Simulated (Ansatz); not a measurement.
Reaction (substitution at a C–C bond): `CC(C)(C)Br` + `[SiH3][SiH2][TeH]` → `C[Te][SiH2][SiH3]` + `CC(C)Br`

Isolated molecules relaxed with PBE0-D4/def2-TZVP in Ansatz; ΔE leaves out vibrations. CCSD(T)/CBS is the MP2 limit (def2-TZVPP, def2-QZVPP) plus CCSD(T) − MP2 in def2-TZVPP, frozen cores. Functionals use def2-TZVPP. def2 core potentials past Kr. For Br, Te outer-core shells are correlated without core-valence functions, which leaves a few kJ/mol of doubt a bond. Scalar relativity is left out up to krypton. Each species was taken in one conformer, which may not be the lowest.

| level | ΔE (eV) |
| --- | --- |
| PBE0-D4 | 0.03 |
| MP2/def2-QZVPP | 0.04 |
| MP2/CBS(def2) | 0.03 |
| CCSD/CBS(def2) | 0.04 |

Task: What does CCSD(T)/CBS give? (Estimate.)

Result: Ansatz gave: +0.04 eV. The listed levels differ from it by -0.01, 0.00, -0.01, 0.00 eV.

Largest T1 diagnostic among the species: 0.012.

From PBE to PBE0 (25 % exact exchange), in def2-TZVPP and without D4, ΔE moves by +0.04 eV.
